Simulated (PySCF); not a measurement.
## How the functional moves excitation energies

Compound: BrClGaH.
Atom-mapped SMILES: `[Cl:1][GaH:2][Br:3]` (hydrogens: H4 on Ga2)

Geometry (PBE0-D3(BJ)/def2-SVP, Å), atoms numbered from 1 in this order:
```xyz
4
BrClGaH angstrom
Cl    -1.5913   -1.2957    0.0161
Ga    -0.0590    0.1909    0.0180
Br     2.0673   -0.6091   -0.0269
H     -0.3909    1.7026    0.0522
```

Linear-response calculations in the def2-SVPD basis (PySCF; singlets by full response, triplets Tamm–Dancoff, core orbitals frozen in the response; HF means time-dependent Hartree–Fock). 'Strongest' is the level of largest summed f among the singlets computed (10 roots, of which the last may lack a degenerate partner); it can jump between rows when another state enters that window. S1 is the lowest singlet of each run and needn't be the same state throughout; f(S1) is that of one state. Isolated species at its PBE0-D3(BJ)/def2-SVP geometry, gas phase. Relativistic effects, spin–orbit coupling among them, are left out although an element past zinc is present.

```
functional                               kind  S1 (eV)  f(S1)  strongest (eV)  T1 (eV)  HOMO (eV)  gap (eV)  ionisation energy, ΔSCF (eV)
       PBE                                GGA     4.80  0.000            5.94     4.68      -7.42      4.75                         10.71
     B3LYP  global hybrid, 20% exact exchange     5.20  0.000            6.41     5.08      -8.42      6.28                         10.93
      PBE0  global hybrid, 25% exact exchange     5.44  0.000            6.71     5.30      -8.70      6.80                         10.97
 BHandHLYP  global hybrid, 50% exact exchange     5.92  0.001            7.22     5.75      -9.81      8.68                         11.04
 CAM-B3LYP             range-separated hybrid     5.64  0.001            6.90     5.48     -10.00      9.02                         11.12
   wB97X-D             range-separated hybrid     5.71  0.001            6.97     5.58     -10.57     10.33                         11.11
```

Q: What does LC-wPBE (range-separated hybrid) give?

A: S1 (eV) 6.20, f(S1) 0.002, strongest (eV) 7.50, T1 (eV) 5.91, HOMO (eV) -11.42, gap (eV) 11.58, ionisation energy, ΔSCF (eV) 11.22. S1 runs from 4.80 eV (PBE) to 6.20 eV (LC-wPBE), a spread of 1.41 eV, while the orbital gap spreads over 6.8 eV. Along PBE (0%), B3LYP (20%), PBE0 (25%), BHandHLYP (50%) S1 rises with the share of exact exchange. −ε(HOMO) comes closest to its own ΔSCF ionisation energy with LC-wPBE (+0.20 eV) and misses most with PBE (-3.29 eV).
